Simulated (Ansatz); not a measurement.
Relaxation of GeH3NO (6 atoms, charge 0, multiplicity 1), to a largest force component of 0.015 eV/Å in at most 40 steps.

All numbers below come from RKS PBE/def2-SVP (Ansatz 0.2.0).

```xyz
6
Properties=species:S:1:pos:R:3:forces:R:3
N -1.051 -0.094 -0.364 -1.47 2.14 -1.47
Ge 0.609 -0.789 -0.414 2.57 0.50 2.38
O 0.862 -1.528 -1.997 -1.27 -1.93 -1.18
H -1.438 -0.190 -1.327 -0.36 -0.08 0.27
H -0.979 0.975 -0.278 -0.22 -1.49 0.49
H 0.227 -2.311 -2.046 0.75 0.86 -0.49
```

Problem. Where does it end, and by what steps?

Solution. The run converged. After 10 steps the energy has fallen by 0.843 eV; O3 moved furthest, 0.47 Å.

```json
{"step": "0", "energy less start (eV)": "0.0000", "largest force component (eV/Å)": "2.566", "accepted": "yes"}
{"step": "1", "energy less start (eV)": "-0.4647", "largest force component (eV/Å)": "2.067", "accepted": "yes"}
{"step": "2", "energy less start (eV)": "-0.6394", "largest force component (eV/Å)": "1.616", "accepted": "yes"}
{"step": "3", "energy less start (eV)": "-0.8062", "largest force component (eV/Å)": "0.701", "accepted": "yes"}
{"step": "4", "energy less start (eV)": "-0.8244", "largest force component (eV/Å)": "0.453", "accepted": "yes"}
{"step": "5", "energy less start (eV)": "-0.8257", "largest force component (eV/Å)": "0.810", "accepted": "yes"}
{"step": "6", "energy less start (eV)": "-0.8383", "largest force component (eV/Å)": "0.093", "accepted": "yes"}
{"step": "7", "energy less start (eV)": "-0.8364", "largest force component (eV/Å)": "0.318", "accepted": "no"}
{"step": "8", "energy less start (eV)": "-0.8426", "largest force component (eV/Å)": "0.034", "accepted": "yes"}
{"step": "9", "energy less start (eV)": "-0.8431", "largest force component (eV/Å)": "0.018", "accepted": "yes"}
{"step": "10", "energy less start (eV)": "-0.8431", "largest force component (eV/Å)": "0.003", "accepted": "yes"}
```

```xyz
6
Properties=species:S:1:pos:R:3
N -0.836 0.038 -0.659
Ge 0.885 -0.605 -0.440
O 0.879 -1.904 -1.713
H -1.546 -0.286 -1.324
H -1.193 0.807 -0.083
H 0.041 -1.987 -2.208
```

The run took 20 s on 1 thread of Arm Neoverse V2 (shared host), peak memory 0.25 GiB.
